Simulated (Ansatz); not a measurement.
This geometry of Cl2F2Hf + H (6 atoms, charge 0, multiplicity 2) is a first-order saddle point.

The calculation used UKS PBE-D4/def2-SVP in Ansatz.

```xyz
6
Properties=species:S:1:pos:R:3
Hf -0.125 -0.203 0.104
Cl -0.159 -0.335 2.640
F 1.789 -0.156 0.015
F -1.133 1.427 0.064
Cl -1.023 -1.813 -1.363
H 0.397 0.639 3.593
```

**Question.** Which two structures does it join? (They come from a converged band through this point; their orientation in space is the band's.)

**Answer.** Bonds formed: Cl2–H6. Cl2F2Hf + H becomes Cl2F2HHf.

Image 0:

```xyz
6
Properties=species:S:1:pos:R:3
Hf -0.049 -0.095 -0.127
Cl -0.174 -0.352 2.205
F 1.779 -0.004 -0.655
F -0.895 1.537 -0.627
Cl -1.097 -1.893 -1.217
H 0.184 0.366 5.474
```

Image 8:

```xyz
6
Properties=species:S:1:pos:R:3
Hf -0.090 -0.257 -0.023
Cl 0.708 -0.130 2.999
F 1.822 -0.360 -0.101
F -1.167 1.018 0.966
Cl -1.215 -1.400 -1.743
H -0.310 0.688 2.954
```

**Question.** How far does it lie above each of them?

**Answer.** 0.63 eV above the first and 0.18 eV above the second. This is the barrier of this one path; another mechanism may lie lower.

The run took 4.6 min on 4 threads of Arm Neoverse V1 (shared host), peak memory 0.19 GiB.
